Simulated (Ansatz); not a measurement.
A series at Ge: from `[F][Ge]([F])([F])[SH]`, ligands are replaced one by one, each step taking up HCl and setting free H–F; n counts the steps. Ansatz, PBE0-D4/def2-TZVP geometries. Each molecule was computed in one conformer, which needn't be the lowest.

```tsv
n	molecule	HOMO energy, ωB97M-V/def2-TZVPP (eV)
0	`[F][Ge]([F])([F])[SH]`	-11.13
1	`[F][Ge]([F])([SH])[Cl]`	?
2	`[F][Ge]([SH])([Cl])[Cl]`	-10.75
3	`[SH][Ge]([Cl])([Cl])[Cl]`	-10.57
```

Problem. By hand: fit a straight line y = ȳ + b (n − n̄) to the 3 given rows and predict n = 1.

Solution. n̄ = 1.667, ȳ = -10.817; Σ(n − n̄)(y − ȳ) = 0.873, Σ(n − n̄)² = 4.667, so b = 0.187 eV a step. Prediction: -10.817 + (0.187) × (-0.667) = -10.94 eV.

Problem. By hand: compare with the computed value, -10.90 eV, and give the steps along the whole series.

Solution. The line misses by 0.04 eV (computed minus predicted). Steps: 0.23, 0.15, 0.18 eV.

The steps differ by up to 0.08 eV without a steady trend. The highest orbital can change its character along such a series. The miss is 7.1 % of the series' range.
